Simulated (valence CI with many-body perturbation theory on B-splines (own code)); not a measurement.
## Energy levels of Ru³⁰⁺

Calculated by relativistic CI+MBPT: four valence electrons over a frozen Dirac-Fock core [Ne], radial functions for each j: 11 s, 11 p, 10 d, 8 f, 5 g, 2 h, with the one-electron correlation potential Σ1 (screened to all orders), the two-electron term Σ2, the three-electron term Σ3, Breit, model QED; selected single and double excitations, second order for the rest, scaled by the run's own slope (own B-spline code, finite nucleus).

No measured spectrum was set against this ion. As an estimate, large intervals hold to a few tenths of a per cent, small ones and those within an open d or f shell to about a per cent. Among the levels kept, up to 710 cm⁻¹ of a level comes from second order outside the variational space, and about a tenth of that is noise between levels of different J, which matters for small intervals.

Levels 1 to 45 of 177, with energies above the lowest level, (3s^2 3p1/2^2) J=0. "Leading %" is the weight of the configuration and term that name the level; weights of strongly mixed levels are sums over their largest components and can fall short, so below about 35 % the name and the second component can differ from the true leading terms, or belong to a minority configuration. In the jj column 3d3/2^4 stands for four electrons in 3d with j = 3/2.

```tsv
No.	Configuration	Term	J	E (cm⁻¹)	Leading %	Leading jj	g	Second component
1	3s2 3p2	3P	0	0	77	3s^2 3p1/2^2 (97 %)		21 % 3s2 3p2 1S
2	3s2 3p2	3P	1	207500	98	3s^2 3p1/2 3p3/2 (98 %)	1.498	
3	3s2 3p2	1D	2	245700	53	3s^2 3p1/2 3p3/2 (96 %)	1.226	45 % 3s2 3p2 3P
4	3s2 3p2	3P	2	481570	53	3s^2 3p3/2^2 (96 %)	1.267	45 % 3s2 3p2 1D
5	3s2 3p2	1S	0	569990	76	3s^2 3p3/2^2 (96 %)		21 % 3s2 3p2 3P
6	3s 3p3	5S°	2	791180	62	3s 3p1/2^2 3p3/2 (79 %)	1.772	27 % 3s 3p3 3P°
7	3s 3p3	3D°	1	918130	53	3s 3p1/2^2 3p3/2 (72 %)	0.845	20 % 3s 3p3 3P°
8	3s 3p3	3D°	2	994170	51	3s 3p1/2 3p3/2^2 (77 %)	1.413	26 % 3s 3p3 5S°
9	3s 3p3	3D°	3	1054700	85	3s 3p1/2 3p3/2^2 (85 %)	1.324	12 % 3s2 3p 3d 3D°
10	3s2 3p 3d	3F°	2	1091700	42	3s^2 3p1/2 3d3/2 (73 %)	0.900	29 % 3s2 3p 3d 1D°
11	3s 3p3	3P°	0	1138800	90	3s 3p1/2 3p3/2^2 (90 %)		9 % 3s2 3p 3d 3P°
12	3s 3p3	3P°	1	1161200	56	3s 3p1/2 3p3/2^2 (73 %)	1.281	18 % 3s 3p3 3D°
13	3s2 3p 3d	3F°	2	1199700	44	3s 3p1/2 3p3/2^2 (38 %)	0.958	20 % 3s 3p3 1D°
14	3s2 3p 3d	3F°	3	1244000	80	3s^2 3p1/2 3d5/2 (75 %)	1.103	7 % 3s2 3p 3d 1F°
15	3s 3p3	3S°	1	1252600	37	3s 3p1/2 3p3/2^2 (53 %)	1.400	30 % 3s 3p3 1P°
16	3s2 3p 3d	3D°	2	1290600	28	3s^2 3p1/2 3d5/2 (57 %)	1.305	28 % 3s 3p3 3P°
17	3s2 3p 3d	3D°	1	1300800	30	3s^2 3p1/2 3d3/2 (65 %)	0.944	19 % 3s2 3p 3d 1P°
18	3s2 3p 3d	3P°	2	1341400	39	3s 3p3/2^3 (38 %)	1.290	26 % 3s 3p3 1D°
19	3s2 3p 3d	3F°	4	1424700	98	3s^2 3p3/2 3d5/2 (98 %)	1.247	
20	3s2 3p 3d	3P°	1	1462900	28	3s^2 3p3/2 3d3/2 (60 %)	1.192	26 % 3s2 3p 3d 3D°
21	3s2 3p 3d	3D°	2	1477000	44	3s^2 3p3/2 3d3/2 (72 %)	1.060	23 % 3s2 3p 3d 1D°
22	3s2 3p 3d	3D°	3	1487300	56	3s^2 3p3/2 3d3/2 (58 %)	1.225	18 % 3s2 3p 3d 1F°
23	3s2 3p 3d	3P°	0	1488300	89	3s^2 3p3/2 3d3/2 (89 %)		9 % 3s 3p3 3P°
24	3s2 3p 3d	3P°	1	1545900	36	3s 3p3/2^3 (46 %)	1.338	15 % 3s 3p3 1P°
25	3s2 3p 3d	3P°	2	1563900	31	3s^2 3p3/2 3d5/2 (56 %)	1.275	16 % 3s2 3p 3d 1D°
26	3s2 3p 3d	1F°	3	1600700	72	3s^2 3p3/2 3d5/2 (70 %)	1.083	24 % 3s2 3p 3d 3D°
27	3s2 3p 3d	1P°	1	1663900	58	3s^2 3p3/2 3d5/2 (61 %)	0.976	18 % 3s 3p3 1P°
28	3s 3p2 3d	5F	1	1702200	70	3s 3p1/2^2 3d3/2 (79 %)	0.255	17 % 3s 3p2 3d 3D
29	3s 3p2 3d	5F	2	1712700	32	3s 3p1/2^2 3d3/2 (63 %)	1.239	17 % 3s 3p2 3d 3P
30	3p4	3P	2	1766500	28	3p1/2^2 3p3/2^2 (40 %)	1.236	27 % 3s 3p2 3d 5F
31	3s 3p2 3d	5F	3	1787800	42	3s 3p1/2^2 3d5/2 (67 %)	1.367	31 % 3s 3p2 3d 5D
32	3s 3p2 3d	5D	0	1856200	35	3s 3p1/2 3p3/2 3d3/2 (55 %)		21 % 3p4 3P
33	3s 3p2 3d	5D	1	1874300	59	3s 3p1/2 3p3/2 3d3/2 (89 %)	1.299	16 % 3s 3p2 3d 3P
34	3s 3p2 3d	3F	2	1878900	38	3s 3p1/2 3p3/2 3d3/2 (76 %)	1.065	28 % 3s 3p2 3d 5D
35	3s 3p2 3d	5F	3	1893100	40	3s 3p1/2 3p3/2 3d3/2 (74 %)	1.251	29 % 3s 3p2 3d 3F
36	3s 3p2 3d	5D	0	1896300	57	3s 3p1/2 3p3/2 3d3/2 (49 %)		17 % 3p4 3P
37	3s 3p2 3d	5F	4	1908400	77	3s 3p1/2 3p3/2 3d5/2 (77 %)	1.354	16 % 3s 3p2 3d 5D
38	3s 3p2 3d	3F	2	1919700	35	3s 3p1/2 3p3/2 3d3/2 (27 %)	1.020	11 % 3s 3p2 3d 5F
39	3s 3p2 3d	5D	4	1938700	44	3s 3p1/2 3p3/2 3d5/2 (46 %)	1.345	43 % 3s 3p2 3d 3F
40	3p4	3P	1	1963900	35	3s 3p1/2 3p3/2 3d5/2 (47 %)	1.460	33 % 3s 3p2 3d 3P
41	3p4	1D	2	1971800	25	3s 3p1/2 3p3/2 3d5/2 (52 %)	1.220	17 % 3s 3p2 3d 1D
42	3s 3p2 3d	5F	5	1980100	76	3s 3p1/2 3p3/2 3d5/2 (81 %)	1.349	24 % 3s 3p2 3d 3G
43	3s 3p2 3d	5P	3	1989800	50	3s 3p1/2 3p3/2 3d5/2 (60 %)	1.393	33 % 3s 3p2 3d 3F
44	3s 3p2 3d	3F	2	2016500	42	3s 3p1/2 3p3/2 3d3/2 (31 %)	1.011	17 % 3p4 3P
45	3s 3p2 3d	5P	2	2031300	62	3s 3p1/2 3p3/2 3d3/2 (61 %)	1.652	12 % 3s 3p2 3d 3P
```

The ionisation energy to 3s2 3p 2P°_1/2 of the next ion comes out as 1741.4 eV (NIST: 1743 ± 4 eV (semi-empirical)). All 177 levels together are meant to be complete up to 3297000 cm⁻¹.
